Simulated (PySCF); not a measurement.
Isomers of C4H8N2Si2, mass 140.023 u with the commonest isotopes. Computed with CAM-B3LYP/def2-SVPD in PySCF (dipole) on a GFN2-xTB geometry, gas phase. One conformer each, none proved a minimum here; rigid rotors.

Task: Order these by rotational constant A, smallest first.
A. `[SiH2]1N[Si@@H](C#N)C(C)=C1`
B. `c1ncn2c1C[SiH2][SiH2]2`
C. `[CH3:1][SiH2:2][C:3]([SiH3:4])([C:5]#[N:6])[C:7]#[N:8]` with C1–Si2–C3–Si4 61°
D. `[CH2:1]=[CH:2][C@@H:3]1[SiH2:4][NH:5][Si@H:6]1[C:7]#[N:8]` with C1–C2–C3–Si4 -130°

Result: C (1531 MHz), D (1857 MHz), A (1978 MHz), B (2845 MHz).

Task: Order these by rotational constant C, largest first.
A. `[CH2:1]=[CH:2][C@@H:3]1[SiH2:4][NH:5][Si@H:6]1[C:7]#[N:8]` with C1–C2–C3–Si4 -130°
B. `CC1=C[SiH2]N[Si@H]1C#N`
C. `C1=NC=C2C[SiH2][SiH2]N12`
D. `[CH3:1][SiH2:2][C:3]([SiH3:4])([C:5]#[N:6])[C:7]#[N:8]` with C1–Si2–C3–Si4 61°

Result: D (1101 MHz), C (901.1 MHz), B (850.3 MHz), A (781.5 MHz).

Task: Order these by out-of-plane moment Σ m c² = (Ia + Ib − Ic)/2, smallest first.
A. `[CH2:1]=[CH:2][C@@H:3]1[SiH2:4][NH:5][Si@H:6]1[C:7]#[N:8]` with C1–C2–C3–Si4 -130°
B. `c1ncn2c1C[SiH2][SiH2]2`
C. `CC1=C[SiH2]N[Si@H]1C#N`
D. `[CH3:1][SiH2:2][C:3]([SiH3:4])([C:5]#[N:6])[C:7]#[N:8]` with C1–Si2–C3–Si4 61°

Result: B (7.19 u·Å²), C (44.47 u·Å²), A (46.10 u·Å²), D (158.35 u·Å²).

```csv
SMILES,point group,Ia (u·Å²),Ib (u·Å²),Ic (u·Å²),κ,μa (D),μb (D),μc (D)
c1ncn2c1C[SiH2][SiH2]2,Cs,177.62,397.61,560.85,-0.62,4.14,0.25,0.00
CC1=C[SiH2]N[Si@H]1C#N,C1,255.56,427.72,594.35,-0.41,3.29,0.94,1.70
C[SiH2]C([SiH3])(C#N)C#N,C1,330.11,445.74,459.15,-0.85,3.64,1.25,3.66
C=C[C@@H]1[SiH2]N[Si@H]1C#N,C1,272.08,466.80,646.68,-0.44,2.83,2.09,1.46
```
